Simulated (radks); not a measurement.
The numbers below are computed, except where a source is named.
Task: All-electron atom: Cs XII in [Kr] 4d8 (the NIST ground configuration). Level of theory: scalar-relativistic Kohn-Sham, SCAN, spin-polarised, spherical densities, finite nucleus; open shells are filled with parallel spins first (spin-orbit coupling, left out, can overturn this in heavy ions); meta-GGA in the generalised Kohn-Sham scheme; Fermi nuclear charge, rms radius 4.8041 fm (a radial shooting solver on a logarithmic mesh with Libxc functionals). Some entries of the table are withheld. Estimate them.

orbital,occ.,eigenvalue (eV),r(max) (bohr)
1s up,1,-36054.53,0.01678
1s down,1,-36054.48,0.01678
2s up,1,-5838.529,0.09477
2s down,1,-5837.702,0.09477
2p up,3,-5253.845,0.07621
2p down,3,-5253.115,0.07620
3s up,1,-1371.903,0.2718
3s down,1,-1371.496,0.2719
3p up,3,-1182.198,0.2660
3p down,3,-1181.686,0.2661
3d up,5,-905.1392,0.2204
3d down,5,-904.2697,0.2205
4s up,1,-407.9183,0.6380
4s down,1,-404.4588,0.6378
4p up,3,-345.4499,0.6653
4p down,3,-342.0219,0.6651
4d up,5,-253.2443,(1)
4d down,3,-249.9197,(2)

Result: 
(1) 4d up r(max) (bohr): 0.7017
(2) 4d down r(max) (bohr): 0.7015
